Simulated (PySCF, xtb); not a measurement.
C2H7ClSi3, SMILES Cl[Si@@H]1[SiH2][SiH2]C1=C.

GFN2-xTB (xtb 6.7.1) at its own geometry gives an orbital gap of 2.75 eV and a dipole moment of 1.95 D.

Geometry optimised at PBE0-D3(BJ)/def2-SVP. The geometry has at least one imaginary mode, so it is a saddle point at that level. The structure was generated by enumeration; whether it is a known compound was not checked.

What does B3LYP/def2-TZVP in PySCF give? (The exact figures need the calculation; the answer reports its results.)

gap 4.96 eV (levels -7.15 and -2.19 eV), dipole 1.63 D.
